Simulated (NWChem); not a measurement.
Species: CH₄SSe; SMILES C[Se]S

```xyz
7

Se    -0.4620    -0.4571     0.0083
C      1.2702    -1.3451     0.0117
H      1.0614    -2.4238     0.0756
H      1.8544    -1.0323     0.8862
H      1.8181    -1.1326    -0.9153
S      0.1913     1.6473     0.0552
H      0.2926     1.8454    -1.2815
```
Atoms are numbered in this order, from 1.

Program: NWChem. Geometry: optimised at PBE0/def2-SVP. Vertical excitations in the gas phase.

What does the run give for Hartree-Fock/def2-SVP, TDHF? Quantities: lowest excitation, singlet (eV); oscillator strength of that lowest state; orbital gap (eV).


- lowest excitation, singlet (eV): 4.76
- oscillator strength of that lowest state: 0.003
- orbital gap (eV): 12.25
